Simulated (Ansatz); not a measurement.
FHSe (SMILES F[SeH]) moved off its minimum; all values from Ansatz (a first-principles code), cores frozen in correlated methods.
(charge 0, multiplicity 1)
```xyz
3

Se    -0.19641    -0.25009     0.21089
H     -0.78924    -0.90674    -0.69051
F      0.50157     0.90012    -0.89552
```

Forces at wB97M-V/def2-TZVPP (eV/Å):

```tsv
atom	Fx	Fy	Fz
Se1	3.347	3.590	5.759
H2	-3.511	-3.874	-5.425
F3	0.164	0.283	-0.334
```

Question: Give the forces (eV/Å), the total energy and the dipole at CCSD(T)/aug-cc-pVTZ.

Answer: 
```json
[
 {"atom": "Se1", "Fx": "3.384", "Fy": "3.596", "Fz": "6.020"},
 {"atom": "H2", "Fx": "-3.619", "Fy": "-3.995", "Fz": "-5.581"},
 {"atom": "F3", "Fx": "0.235", "Fy": "0.399", "Fz": "-0.439"}
]
```
Energy -2500.3466 hartree, dipole 1.77 D.
